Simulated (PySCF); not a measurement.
# [Ho(HCN)]3+ at several levels of theory

Computed with PySCF 2.14.0 (density fitting, no spin-orbit coupling) at the geometry relaxed with PBE0:

```xyz
4
[Ho(HCN)]3+ (singlet in the valence; each metal's 4f electrons, 10 of them, lie in its core potential, out of spins and levels)
Ho    0.0000    0.0000   -0.2230
N     0.0000    0.0000    1.9687
C     0.0000    0.0000    3.1354
H     0.0000    0.0000    4.2525
```

| level | basis | state | HOMO (eV) | gap (eV) | charge on Ho1 (e) | population of f-type functions on Ho1 (polarisation alone where 4f lies in the core) | dipole about the centre of mass (D) | largest force component (eV/Å) |
| --- | --- | --- | --- | --- | --- | --- | --- | --- |
| PBE0 | Ho lcecp-1-SVP with ECP56, N def2-SVP, C def2-SVP, H def2-SVP | singlet | -27.22 | 7.32 | 2.49 | 0.02 | 5.15 | 0.00 |
| BLYP | the same | singlet | -25.81 | 4.78 | 2.41 | 0.02 | 5.47 | 1.45 |
| PBE0 | Ho lcecp-1-TZVP with ECP56, N def2-TZVP, C def2-TZVP, H def2-TZVP | singlet | -27.13 | 7.25 | 2.59 | 0.02 | 5.20 | 0.87 |

In the lcecp rows the 4f levels are missing from HOMO and gap, and the state counts the valence alone.

Charges are Mulliken's, which hang on the basis. The relaxation used the grid (50, 194), these runs (75, 302) or, all-electron (x2c bases, spin-free X2C Hamiltonian), (99, 590).

(1) What does PBE with Ho lcecp-1-SVP with ECP56, N def2-SVP, C def2-SVP, H def2-SVP give here?

An lcecp potential fixes the number of 4f electrons, so in runs with it no electron can move into or out of that shell.

## Answers

(1) state singlet, HOMO (eV) -26.00, gap (eV) 4.98, charge on Ho1 (e) 2.43, population of f-type functions on Ho1 (polarisation alone where 4f lies in the core) 0.02, dipole about the centre of mass (D) 5.44, largest force component (eV/Å) 1.46. Time: 6.5 s on 2 threads of Intel(R) Xeon(R) Processor @ 2.50GHz (Skylake/Cascade Lake), with other jobs on the host, from an already converged density.
